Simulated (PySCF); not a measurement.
# Working out the excitation energy of Al

Al [Ne] 3s2 3p1 (2P) → Al [Ne] 3s2 4s1 (2S). All numbers are calculated (PySCF 2.14, no relativity, point nucleus, in aug-cc-pV(D+d)Z (5s4p3d, 32 functions)). Frozen: [Ne]. Energies in hartree (1 hartree = 27.21139 eV):

```tsv
part	Al (lower)	Al (upper)
UHF	-241.874285	-241.760968
MP2 opposite-spin	-0.029122	-0.028992
MP2 same-spin	-0.002235	-0.002143
```

**Question.** What does Hartree-Fock give?

**Answer.** (-241.760968) − (-241.874285) = 0.113317 hartree = 3.084 eV.

**Question.** What do MP2 and SCS-MP2 (6/5 opposite-spin, 1/3 same-spin) give?

**Answer.** The opposite-spin parts differ by 0.004 eV and the same-spin parts by 0.003 eV. MP2: 3.084 + (0.004) + (0.003) = 3.091 eV. SCS-MP2: 3.084 + 1.2 × (0.004) + (0.003)/3 = 3.090 eV.

Measured between the centres of the two terms (NIST): 3.133 eV, so MP2 (valence) is off by -0.042 eV.

What remains against the reference includes basis incompleteness, the frozen core and correlation beyond second order.
